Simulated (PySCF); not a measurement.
A structure optimised at B3LYP-D3(BJ)/def2-SVP, used in a PySCF frequency run:

```
N
H 1 1.0172
C 1 1.4551 2 112.64
H 3 1.1007 1 109.99 2 180.00
H 3 1.1056 4 107.19 1 122.40
H 3 1.1056 4 107.19 5 115.19
Al 1 1.7595 2 118.78 3 180.00
Cl 7 2.0976 1 119.94 2 0.00
Cl 7 2.0991 1 119.64 2 180.00
```

Write its SMILES, formula and point group.

C[NH][Al]([Cl])[Cl], CH4AlCl2N, Cs

What are its rotational constants (standard atomic weights)?

2.5306, 1.7021, 1.0243 GHz
